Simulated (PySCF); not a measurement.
`C[C@@H]1C[C@H]2C[C@H](C2)[C@H]1C`. Method used: PBE0-D3(BJ)/def2-SVP geometry optimisation, gas phase (PySCF).

```
atom  x, y, z in Å
C1    -1.9339   -1.4226    0.2430
C2    -0.7026   -0.6998   -0.2826
C3     0.4890   -1.6599   -0.4510
C4     1.8231   -0.9188   -0.4291
C5     1.6660    0.5111   -0.9977
C6     1.1392    0.8956    0.4048
C7     2.0019   -0.2565    0.9508
C8    -0.3497    0.5560    0.5492
C9    -1.2274    1.7372    0.1567
H10   -2.2056   -2.2699   -0.4061
H11   -2.8086   -0.7567    0.3017
H12   -1.7493   -1.8232    1.2534
H13   -0.9474   -0.3274   -1.2934
H14    0.3662   -2.2186   -1.3941
H15    0.4914   -2.4155    0.3550
H16    2.6430   -1.5454   -0.8124
H17    2.6447    0.9726   -1.1959
H18    1.0167    0.6674   -1.8743
H19    1.3458    1.9128    0.7750
H20    1.6313   -0.8022    1.8351
H21    3.0418    0.0573    1.1271
H22   -0.5299    0.3318    1.6178
H23   -1.0507    2.6029    0.8133
H24   -1.0129    2.0529   -0.8780
H25   -2.2984    1.4891    0.2133
```

Problem. Work out the bond lengths C1–C2, C2–C8, C2–H13, C3–C4, C3–H15, C5–C6, C5–H18, C9–H24 in Å.

Solution. For C1–C2 the difference vector is (1.2313, 0.7228, -0.5256) Å, of length 1.5214 Å. C1–C2 1.521; C2–C8 1.547; C2–H13 1.105; C3–C4 1.526; C3–H15 1.105; C5–C6 1.547; C5–H18 1.102; C9–H24 1.103 Å.

Problem. Give the dihedral angles C2–C3–C4–H16, C3–C2–C8–H22, H15–C3–C4–C7.

Solution. C2–C3–C4–H16 -165° (antiperiplanar); C3–C2–C8–H22 -89° (synclinal); H15–C3–C4–C7 -59° (synclinal). Dihedral signs follow IUPAC: positive where, seen along the central bond, the front bond turns clockwise onto the rear one.

Problem. Where is the centre of mass (commonest isotopes), and what is the radius of gyration?

Solution. Mass 124.125 u; centre at (0.286, -0.138, 0.017) Å; Rg = √(Σ m r²/M) = 1.957 Å. As Ia + Ib + Ic = 2 Σ m r², the three principal moments sum to 951.2 u·Å².

Problem. What are the angles C2–C1–H11, C2–C3–H14, C5–C6–C7, C6–C7–H21?

Solution. From the scalar product of the two bond vectors; for C2–C1–H11 it is -0.6266 Å² over 1.5214 × 1.1009 Å², cos θ = -0.3741. C2–C1–H11 112.0°; C2–C3–H14 108.9°; C5–C6–C7 86.8°; C6–C7–H21 111.9°.

Problem. How far apart are these pairs, which share no bond: H11···H23, H12···H19, H14···H17, H15···H21, H16···H18, H19···H25?

Solution. H11···H23 3.826 Å (5 bonds apart); H12···H19 4.875 Å (5 bonds apart); H14···H17 3.926 Å (4 bonds apart); H15···H21 3.635 Å (4 bonds apart); H16···H18 2.944 Å (3 bonds apart); H19···H25 3.711 Å (4 bonds apart).

Problem. How far are the heavy atoms from their best plane (unweighted least squares)?

Solution. 0.543 Å rms; C1 0.26, C2 0.28, C3 0.21, C4 0.21, C5 1.00, C6 0.28, C7 1.06, C8 0.37, C9 0.27 Å (magnitudes).

Problem. Write the matrix of distances between heavy atoms (Å, lower triangle).

Solution. 
```
C1    0.000
C2    1.521  0.000
C3    2.531  1.540  0.000
C4    3.850  2.539  1.526  0.000
C5    4.271  2.755  2.529  1.547  0.000
C6    3.853  2.532  2.772  2.111  1.547  0.000
C7    4.166  3.005  2.495  1.541  2.121  1.539  0.000
C8    2.553  1.547  2.572  2.802  2.541  1.534  2.520  0.000
C9    3.239  2.531  3.854  4.087  3.348  2.524  3.877  1.523  0.000
```

Stationary, but not proved a minimum.

On AMD EPYC 7R43, one thread, shared host with 256 logical CPUs at a one-minute load of 255, this took 2.0 min of wall time and 0.84 GiB of memory at its peak. These figures are those of the optimisation.
